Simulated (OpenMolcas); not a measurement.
# Mn2+: from RASSCF to RASPT2

```yaml
Program: OpenMolcas
Basis: ANO-RCC-VQZP [7s6p4d3f2g1h]
Scalar_Hamiltonian: DKH2, point nucleus
Active_space: 11 electrons in 8 orbitals (RAS1 3p, at most 2 holes; RAS2 3d)
State_averaging: 2S+1 = 6 even, 1 root; 2S+1 = 4 even, 24 roots; 2S+1 = 2 even, 58 roots
Spin-orbit_coupling: RASSI with atomic mean-field integrals over the reference wave functions, term energies averaged over their components
```

Methods on the same reference wave functions:
A. RASSCF
B. SS-RASPT2, IPEA 0.25 Eh, imaginary shift 0.1 Eh (closed shells correlated: 3s)
C. MS-RASPT2, IPEA 0.25 Eh, imaginary shift 0.1 Eh (closed shells correlated: 3s)

Energies in cm⁻¹ above 3d⁵ ⁶S_5/2, the measured ground level; measured values from Corliss and Sugar, J. Phys. Chem. Ref. Data 6, 1253 (1977).

```json
{"Level": "3d⁵ ⁶S_5/2", "A": "0.0", "B": "0.0", "C": "0.0", "Measured": "0.0"}
{"Level": "3d⁵ ⁴G_5/2", "A": "32934", "B": "27270", "C": "27270", "Measured": ""}
{"Level": "3d⁵ ⁴G_7/2", "A": "32952", "B": "27290", "C": "27290", "Measured": "26860"}
{"Level": "3d⁵ ⁴G_11/2", "A": "32957", "B": "27290", "C": "27290", "Measured": "26824"}
{"Level": "3d⁵ ⁴G_9/2", "A": "32963", "B": "27300", "C": "27300", "Measured": ""}
{"Level": "3d⁵ ⁴P_5/2", "A": "33555", "B": "30100", "C": "30100", "Measured": "29168"}
{"Level": "3d⁵ ⁴P_3/2", "A": "33582", "B": "30140", "C": "30140", "Measured": ""}
{"Level": "3d⁵ ⁴P_1/2", "A": "33606", "B": "30180", "C": "30180", "Measured": ""}
{"Level": "3d⁵ ⁴D_7/2", "A": "38904", "B": "33190", "C": "33190", "Measured": "32307"}
{"Level": "3d⁵ ⁴D_1/2", "A": "38931", "B": "33220", "C": "33220", "Measured": "32369"}
{"Level": "3d⁵ ⁴D_3/2", "A": "38946", "B": "33260", "C": "33260", "Measured": ""}
{"Level": "3d⁵ ⁴D_5/2", "A": "38948", "B": "33270", "C": "33270", "Measured": "32384"}
{"Level": "3d⁵ ²D_5/2(1) [73 %]", "A": "47932", "B": "42580", "C": "42570", "Measured": "41238"}
{"Level": "3d⁵ ²I_11/2", "A": "48207", "B": "39660", "C": "39660", "Measured": "39174"}
{"Level": "3d⁵ ²I_13/2", "A": "48255", "B": "39700", "C": "39700", "Measured": "39176"}
{"Level": "3d⁵ ²D_3/2(1)", "A": "48281", "B": "42970", "C": "42960", "Measured": "41570"}
{"Level": "3d⁵ ²F_7/2(1)", "A": "49563", "B": "43950", "C": "43900", "Measured": "42606"}
{"Level": "3d⁵ ²F_5/2(1) [69 %]", "A": "49986", "B": "44420", "C": "44410", "Measured": "43105"}
{"Level": "3d⁵ ⁴F_9/2", "A": "51645", "B": "44880", "C": "44880", "Measured": "43573"}
{"Level": "3d⁵ ⁴F_7/2", "A": "51655", "B": "44890", "C": "44900", "Measured": "43602"}
{"Level": "3d⁵ ⁴F_5/2", "A": "51684", "B": "44970", "C": "44970", "Measured": "43669"}
{"Level": "3d⁵ ⁴F_3/2", "A": "51710", "B": "44990", "C": "44990", "Measured": "43675"}
{"Level": "3d⁵ ²H_9/2", "A": "55150", "B": "47630", "C": "47630", "Measured": "46516"}
{"Level": "3d⁵ ²H_11/2", "A": "55282", "B": "47790", "C": "47790", "Measured": "46671"}
```

Deviations, from unrounded energies. A percentage is the sum of absolute deviations over the sum of measured energies, with the sign that they share, or ± where signs differ.

```json
{"Against measurement": "mean absolute deviation (cm-1)", "Levels": "18", "A": "7300", "B": "1000", "C": "1000"}
{"Against measurement": "other terms of the ground configuration (%)", "Levels": "18", "A": "+18.9", "B": "+2.6", "C": "+2.6"}
```

B, C lie about equally close to measurement and A furthest from it. The largest miss of C in the table is 3d⁵ ²D_3/2(1), by +1400 cm-1. The ranking rests on the paired levels alone, and a cruder setting can come out closer through cancelling errors.

Between B and C the level of the table that moves most is 3d⁵ ²F_7/2(1), by 47 cm-1 (lowest in C, highest in B). Moves below CASPT2's spread within the term are not significant.

The two smallest mean deviations differ by little beside CASPT2's spread within terms, so their order carries little weight.

From A to B the spin-free energies of the other terms of 3d⁵ shown, above ⁶S, scale by factors of 0.82 to 0.90, as is usual when dynamic correlation screens the repulsion within a d or f shell.

The lowest spin-free term lies below A's lowest term by 0.448 hartree in B, 0.448 hartree in C.

Term energies are means over components that CASPT2 splits; among the terms shown or strongly mixed into the levels shown the widest spread is 730 cm-1 (3d⁵ ²I, C). Active for correlation alone: 3p; no level in the range computed is led by a configuration that opens it, so any true level of that kind is missing. Without dynamic correlation excited terms often stand tens of per cent too high (terms of higher spin than the ground term too low), and those without a measured partner can miss by more than the paired ones (holds for A). Measured partners are found by configuration, term and J. A level has none where our copy of the source lacks it or the pairing is in doubt (some pairs that miss far off the trend of their configuration count as doubtful), and it then counts in no deviation. Levels of configurations outside the active space are missing. The table leaves out levels that lie high or whose names do not pair safely across all columns.

A share in square brackets marks a mixed level and gives the weight of the term that names it, the lowest over the columns. A number in round brackets counts repeated terms of one configuration in the order of the reference energies.
